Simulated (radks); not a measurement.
Task: These are the eigenvalues of the occupied orbitals of an atom or ion with whole-number occupations (eV). All-electron calculation, Dirac Kohn-Sham, PBE, spin-unpolarised, spherical densities, finite nucleus; Fermi nuclear charge, rms radius of each element as measured or else 0.836 A^(1/3) + 0.57 fm. Program: a radial shooting solver on a logarithmic mesh with Libxc functionals.

1s1/2: -38728.27
2s1/2: -6173.447
2p1/2: -5823.127
2p3/2: -5410.006
3s1/2: -1330.434
3p1/2: -1182.698
3p3/2: -1102.180
3d3/2: -843.3595
3d5/2: -826.1342
4s1/2: -278.7883
4p1/2: -224.4177
4p3/2: -207.2881
4d3/2: -118.1426
4d5/2: -115.1680
5s1/2: -51.4161
5p1/2: -36.6217
5p3/2: -34.0848
5d3/2: -14.8044

Which element is it, and in what charge state? The configuration may be excited. Open shells, if any, fill j = l - 1/2 first.

Result: Z = 57, lanthanum, charge +2: La2+ in [Xe] 5d1. The list shows which subshells hold electrons but not how many an open one holds; the 1s level, -1423.2 hartree, gives Z - s = 53.4 by -(Z - s)^2/2, which with screening and relativity narrows Z to a few neighbours, and the depths of the outer levels then fix element, charge and occupations together.
